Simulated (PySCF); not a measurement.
# Excitation energy of Hg by level of theory

Hg [Xe] 4f14 5d10 6s2 (1S) → Hg [Xe] 4f14 5d10 6s1 6p1, s spin flipped, as a difference of total energies. All numbers are calculated (PySCF 2.14, a scalar-relativistic core potential, in def2-TZVPPD with the def2 core potential (60 electrons)). Correlated levels: valence: 5s2 5p6 frozen; valence and next inner shell: nothing frozen outside the core potential. The calculations carry no spin-orbit coupling.

```csv
method,excitation energy (eV)
UHF,4.969
LDA,6.031
PBE,5.801
PBE0,5.694
r2SCAN,5.796
B97-3,5.732
CAM-B3LYP,5.744
wB97X,5.853
wB97X-V,5.744
MP2 (valence),6.042
SCS-MP2 (valence),6.003
MP2 (valence and next inner shell),6.160
SCS-MP2 (valence and next inner shell),6.082
```

Question: How much does correlation contribute at MP2 (valence and next inner shell)?

Answer: 6.160 − (4.969) = 1.191 eV, measured against UHF.

The upper determinant mixes two multiplicities, so it lies between the two terms.
